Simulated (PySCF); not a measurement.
## Bond length, frequency and bond energy of CaH by level of theory

State: ²Σ⁺ (doublet), unpaired electrons σ ↑. Set-up: Ca def2-SVP, H def2-SVP; no relativity (PySCF 2.14). De refers to Ca + H in their ground configurations, without counterpoise correction. The functionals are run spin-unrestricted. A positive dipole means Ca(−)H(+).

```
      Level  Re (Å)  ωe (cm⁻¹)  De (eV)  μ (D)  CPU s a point (SCF and correlation, without the integrals)
        UHF   2.055       1283     1.37  -3.30                                                        0.04
    UHF-MP2   2.027       1265     1.29    n/a                                                       0.058
UHF-SCS-MP2   2.029       1267     1.34    n/a                                                         n/a
   UHF-CCSD   2.035       1229     1.37    n/a                                                         n/a
UHF-CCSD(T)   2.035       1225     1.36    n/a                                                         0.5
        PBE   1.982       1280     1.87  -2.98                                                         0.3
     PBEsol   1.978       1283     1.95  -2.99                                                        0.22
       PW91   1.977       1289     1.92  -2.99                                                        0.24
     r²SCAN   1.985       1303     2.11  -3.22                                                        0.43
      M06-L   2.012       1275     1.77  -2.99                                                        0.48
       PBE0   1.988       1298     1.82  -3.09                                                        0.44
```

(1) Which functional lies closest to UHF-CCSD(T) in De, which farthest, and by how much do they differ from it?

(2) What does a quarter of exact exchange do here, going from PBE to PBE0?

(3) What does the step from GGA to meta-GGA do here, going from PBE to r²SCAN?

Correlated steps freeze 5 core orbitals. Correlated levels converge slowly with the basis: in double zeta they bind strong bonds too weakly, by up to about 1 eV, and carry superposition errors of some tenths. The state was picked by a PBE0 search and need not be the measured ground state.

The whole job (state search and all levels along the bond) took about 0.64 min on 1 thread of Arm Neoverse V1 (shared host), peak memory 0.37 GiB.

Answers

(1) Closest is M06-L (-2.3 pm in Re, +4.1 % in ωe, +0.41 eV in De against UHF-CCSD(T) in the same basis), farthest r²SCAN (-5.0 pm in Re, +6.4 % in ωe, +0.75 eV in De). CCSD(T) converges more slowly with the basis than the functionals do and binds too weakly in this one, so the order can change at the basis-set limit.

(2) PBE0 less PBE: +0.6 pm in Re, +1.4 % in ωe, -0.05 eV in De. Exact exchange removes part of the self-interaction that spreads semilocal densities, and in most molecules shortens and stiffens the bond and lowers De; here Re goes the other way.

(3) r²SCAN less PBE: +0.3 pm in Re, +1.8 % in ωe, +0.24 eV in De.
